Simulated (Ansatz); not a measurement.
`CC[SiH](F)Br`, charge 0, multiplicity 1.

Give a relaxed structure at PBE0-D4/def2-TZVP (Ansatz). (Estimate.)

The calculation gave: 
```xyz
11

C     1.048    0.664   -0.800
C    -0.360    0.550   -0.217
Si   -0.580   -0.942    0.858
F    -0.301   -2.260    0.002
Br   -2.657   -1.054    1.613
H     1.144    1.558   -1.419
H     1.292   -0.198   -1.424
H     1.805    0.727   -0.014
H    -0.608    1.429    0.387
H    -1.112    0.505   -1.011
H     0.330   -0.979    2.024
```
This is one stationary point; other conformers may exist.
